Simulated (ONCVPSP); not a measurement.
# silicon: one change to an ONCV potential, before and after

ONCVPSP 4.0.1 input, shortened (lines: element, Z, core and valence counts, functional; n l f; lmax; l rc ep ncon nbas qcut; lloc lpopt rc5 dvloc0; l nproj debl; icmod fcfact rcfact), PBE, non-relativistic:

```
  Si 14.00    3    2        4      upf
    1    0    2.00
    2    0    2.00
    2    1    6.00
    3    0    2.00
    3    1    1.75
    2
    0    1.65    0.00    4    6    4.60
    1    1.60    0.00    4    8    6.20
    2    1.60    0.20    3    6    6.30
    1    5    1.60    0.00
    0    1    0.80
    1    0    2.60
    2    2    1.90
    2    0.45    1.20
```

Change: all radii but the core radius scaled by about 1.28 (s 2.12, p 2.04, d 2.04 bohr).

Cutoffs: the cutoffs (Ha) at which the residual kinetic energy of the hardest occupied pseudo-wave falls to 1 and 0.1 mHa per electron; they do not see the model core or the augmentation charge, which bear on the density cutoff. Errors are all-electron minus pseudo energies relative to the spin-unpolarised reference configuration.

Question: How do hardness, ghosts and transferability respond?

Answer: The potential gets softer (8.1 Ha and 16 Ha → 7.7 Ha and 9.8 Ha); of the 4 tests that both files solve, the error grows in 1 and shrinks in 0 by more than 15 % and 0.3 meV (median size 0.8 → 0.8 meV); neither file shows a bound ghost. A larger radius leaves more room for a smooth pseudo-wave, so fewer plane waves are needed.

| quantity | base | changed |
| --- | --- | --- |
| cutoff, loose | 8.1 Ha | 7.7 Ha |
| cutoff, tight | 16 Ha | 9.8 Ha |
| loose cutoff by channel | s 8.1 Ha, p 3.3 Ha | s 7.7 Ha, p 4.0 Ha |
| bound ghosts | none | none |
| GHOST(+) flags under 300 eV | none | none |
| error for 3s2 3p2, meV [ΔE -1.24 eV] | +0.1 | +0.1 |
| error for 3s2 3p1, meV [ΔE 6.51 eV] | +1.5 | +1.6 |
| error for 3s2 3p0, meV [ΔE 22.52 eV] | +15 | +19 |
| error for 3s2 3p1.5, meV [ΔE 1.69 eV] | +0.1 | +0.1 |
| rms error of d²Exc/dni dnj with the model core, mHa | 1.25 | 1.23 |

Base: The cutoffs count occupied waves only; projector 2 of the d channel, the hardest unoccupied one, needs 23 Ha at the loose tolerance.
